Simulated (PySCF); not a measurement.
## Worked example: entropy of an ideal gas

BeGeH4, SMILES [GeH3][BeH].

Coordinates come from a B3LYP-D3(BJ)/def2-TZVP optimisation.

PySCF with B3LYP-D3(BJ)/def2-TZVP gives the harmonic wavenumbers 339, 339, 522, 556, 556, 809, 891, 891, 2094, 2095, 2095, 2142 cm⁻¹ and the rotational temperatures 3.9654, 0.4410, 0.4410 K. The molar mass is 85.67 g/mol, the symmetry number 3, the spin multiplicity 1.

Q: Work out the entropy at 298.15 K and 1 atm in the rigid-rotor, harmonic-oscillator model.

A: 
Translation (Sackur–Tetrode at 1 atm): S = R[1.5 ln M + 2.5 ln T − 1.16487] = 164.3 J/(mol K).
Rotation: q = (√π/σ) T^1.5/√(θA θB θC) = 3460, S = R[ln q + 3/2] = 80.2 J/(mol K).
Vibration: with u = 1.4388 ν/T, each mode gives R[u/(e^u − 1) − ln(1 − e^−u)]:
| ν (cm⁻¹) | modes | u | S (J/(mol K)) |
|---|---|---|---|
| 339 | 2 | 1.64 | 10.18 |
| 522 | 1 | 2.52 | 2.53 |
| 556 | 2 | 2.68 | 4.45 |
| 809 | 1 | 3.90 | 0.84 |
| 891 | 2 | 4.30 | 1.21 |
The stiffer modes add less than 0.005 each. Sum 19.2 J/(mol K).
Spin: R ln 1 = 0.0 J/(mol K).
Total 263.7 J/(mol K); the program's own thermochemistry gives 263.7. Translation makes up 62 % and vibration 7 %. Anharmonicity, hindered rotation and orbital degeneracy are left out.
